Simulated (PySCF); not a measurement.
## How well do the runs reproduce experiment for ethylbenzene?

**Measured values to compare with.**

From NIST CCCBDB Release 22 (SRD 101), experimental dipoles, for the gas: dipole moment (dielectric constant against temperature) 0.59 D.

The runs below try to reproduce these values; the comparison stands at the end.

Species: ethylbenzene, C₈H₁₀.
SMILES with atom numbers: `[CH3:1][CH2:2][c:3]1[cH:4][cH:5][cH:6][cH:7][cH:8]1` (hydrogens: H9, H10, H11 on C1; H12, H13 on C2; H14 on C4; H15 on C5; H16 on C6; H17 on C7; H18 on C8)

Structure used (PBE0-D3(BJ)/def2-TZVP), in Å, numbered top down from 1:
```xyz
18
C8H10 angstrom
C     -2.438   -0.479   -0.536
C     -1.632    0.159    0.592
C     -0.158    0.157    0.310
C      0.667   -0.846    0.808
C      2.022   -0.871    0.510
C      2.576    0.112   -0.295
C      1.765    1.121   -0.796
C      0.412    1.139   -0.496
H     -3.507   -0.473   -0.309
H     -2.287    0.059   -1.475
H     -2.128   -1.514   -0.696
H     -1.824   -0.377    1.526
H     -1.973    1.188    0.745
H      0.242   -1.616    1.444
H      2.648   -1.660    0.912
H      3.634    0.097   -0.526
H      2.190    1.898   -1.421
H     -0.215    1.934   -0.888
```

Runs made with PySCF (gas phase, on this PBE0-D3(BJ)/def2-TZVP geometry; no spin–orbit coupling):

```json
{"level": "PBE0-D3(BJ)/def2-TZVP, grid level 2", "job": "geometry optimisation from a GFN2-xTB start shaken at random", "basis functions": "308"}
{"level": "B97-2/pcSseg-2", "job": "shieldings, ring-centre shieldings", "basis functions": "428"}
{"level": "KT3/pcSseg-2", "job": "shieldings, ring-centre shieldings", "basis functions": "428"}
{"level": "PBE0/pcSseg-2", "job": "shieldings, ring-centre shieldings, charges and field gradients", "basis functions": "428"}
{"level": "wB97X-D/pcSseg-2", "job": "shieldings, ring-centre shieldings", "basis functions": "428"}
```

Results beside the measurements:

**Dipole moment.** Measured: 0.59 D (NIST CCCBDB Release 22 (SRD 101), experimental dipoles).

```json
{"level": "PBE0-D3(BJ)/def2-TZVP", "computed (D)": "0.38", "computed − measured (D)": "-0.21", "% (from the printed values)": "-36"}
{"level": "B97-2/pcSseg-2", "computed (D)": "0.41", "computed − measured (D)": "-0.18", "% (from the printed values)": "-31"}
{"level": "KT3/pcSseg-2", "computed (D)": "0.38", "computed − measured (D)": "-0.21", "% (from the printed values)": "-36"}
{"level": "PBE0/pcSseg-2", "computed (D)": "0.41", "computed − measured (D)": "-0.18", "% (from the printed values)": "-31"}
{"level": "wB97X-D/pcSseg-2", "computed (D)": "0.41", "computed − measured (D)": "-0.18", "% (from the printed values)": "-31"}
```

All 5 levels lie below the measurement. The computed dipoles belong to one fixed geometry; measured ones are averaged over vibrations unless marked μe. Magnitudes are compared, not signs.

The geometry is computed, not the measured one. Where a level misses, the cause wasn't examined.
